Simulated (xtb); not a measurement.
F$_{2}$OTa (SMILES [O]=[Ta+]([F])[F]), charge +1, singlet, geometry from GFN2-xTB (such geometries of metal compounds can be far from the true shape) (the multiplicity is a formal guess). Base run: xtb 6.7.1 with GFN2-xTB.

The xtb input:
```
$ xtb mol.xyz --gfn 2 --chrg 1 --json

# file mol.xyz
4

Ta     0.11123795     0.17488120     0.06889468
O      1.32045398    -0.96533351    -0.49187575
F     -0.96211147    -0.84678775     1.25488391
F     -1.11388880     0.28638115    -1.37647346
```

The base run was repeated with changes; each row names its change, and settings that it needs were set with it.

```json
[
 {"change": "base", "ΔE vs base (kJ/mol)": "0.00", "HOMO-LUMO gap (eV)": "2.09", "G_solv (kcal/mol)": "-", "SCF cycles": "14"},
 {"change": "alpb = chcl3", "ΔE vs base (kJ/mol)": "-237.2", "HOMO-LUMO gap (eV)": "2.11", "G_solv (kcal/mol)": "-57.14", "SCF cycles": "13"},
 {"change": "gbsa = water", "ΔE vs base (kJ/mol)": "-195.4", "HOMO-LUMO gap (eV)": "2.09", "G_solv (kcal/mol)": "-46.71", "SCF cycles": "14"},
 {"change": "alpb = water", "ΔE vs base (kJ/mol)": "-228.1", "HOMO-LUMO gap (eV)": "2.11", "G_solv (kcal/mol)": "-54.82", "SCF cycles": "12"},
 {"change": "etemp = 10000", "ΔE vs base (kJ/mol)": "-171.8", "HOMO-LUMO gap (eV)": "2.62", "G_solv (kcal/mol)": "-", "SCF cycles": "14"},
 {"change": "acc = 0.0001", "ΔE vs base (kJ/mol)": "0.00", "HOMO-LUMO gap (eV)": "2.09", "G_solv (kcal/mol)": "-", "SCF cycles": "20"},
 {"change": "etemp = 3000", "ΔE vs base (kJ/mol)": "-2.54", "HOMO-LUMO gap (eV)": "2.13", "G_solv (kcal/mol)": "-", "SCF cycles": "15"},
 {"change": "acc = 1000", "ΔE vs base (kJ/mol)": "0.00", "HOMO-LUMO gap (eV)": "2.09", "G_solv (kcal/mol)": "-", "SCF cycles": "9"}
]
```

ALPB and GBSA are two models with their own fitted parameters for each solvent, which aren't always the measured dielectric constant.
